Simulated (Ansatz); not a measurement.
Species: SiCl2F2, charge 0, singlet. SiCl2F2 (dichloro(difluoro)silane, SMILES F[Si](F)(Cl)Cl).
B3LYP-D3(BJ)/def2-TZVP minimum from Ansatz (a first-principles code):
```
Si
F 1 1.5763
F 1 1.5763 2 107.66
Cl 1 2.0177 2 109.30 3 -118.62
Cl 1 2.0177 2 109.30 3 118.62
```

Atomisation energy term by term, kcal/mol (programs: Ansatz). Radicals and triplets start from unrestricted determinants; spin-orbit coupling is neglected. Cores are frozen in correlated methods. Rows without X2C or -DK are non-relativistic. CBS(X,Y): correlation extrapolated as X^-3, Hartree-Fock from the larger set (Q,5: extrapolated as (X+1)exp(-9√X)). A bracket is a step between two methods taken in the basis named. '+ core + X2C': CCSD(T) terms for core correlation (cc-pwCVTZ, 1s frozen past Ne) and scalar relativity (cc-pVTZ-DK).

```
term                                       basis  kcal/mol
------------------  ----------------------------  --------
Hartree-Fock        CBS(cc-pV(Q+d)Z,cc-pV(5+d)Z)    358.11
CCSD correlation    CBS(cc-pV(Q+d)Z,cc-pV(5+d)Z)    113.92
(T)                 CBS(cc-pV(Q+d)Z,cc-pV(5+d)Z)     11.16
CCSDT(Q) - CCSD(T)                   cc-pV(D+d)Z      0.53
core correlation                       cc-pwCVTZ      0.26
scalar relativity                X2C, cc-pVTZ-DK     -1.75
sum: De                                              482.2
```
